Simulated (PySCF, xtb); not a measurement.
C₂H₈BN₃, SMILES NB1NCCN1. Other conformers were not sampled.

Harmonic wavenumbers (cm⁻¹) from GFN2-xTB (xtb 6.7.1) at its own minimum, in rising order: 103, 124, 207, 286, 359, 404, 405, 495, 573, 666, 803, 871, 877, 972, 1073, 1090, 1144, 1172, 1176, 1221, 1232, 1275, 1338, 1387, 1470, 1495, 1510, 1540, 2818, 2835, 2887, 2895, 3519, 3520, 3543, 3585.

Q: What does B3LYP-D3(BJ)/def2-SVP run with PySCF 2.14.0 give at its own minimum? (The exact figures need the calculation; the answer reports its results.)

A: 149, 186, 222, 326, 378, 445, 500, 621, 623, 682, 840, 879, 897, 932, 1063, 1114, 1121, 1187, 1213, 1274, 1274, 1316, 1381, 1445, 1502, 1506, 1519, 1606, 2951, 2956, 3035, 3039, 3626, 3633, 3633, 3723. Paired by order, the mean absolute difference is 58 cm⁻¹ and the zero-point energies are 72.7 and 75.5 kcal/mol.
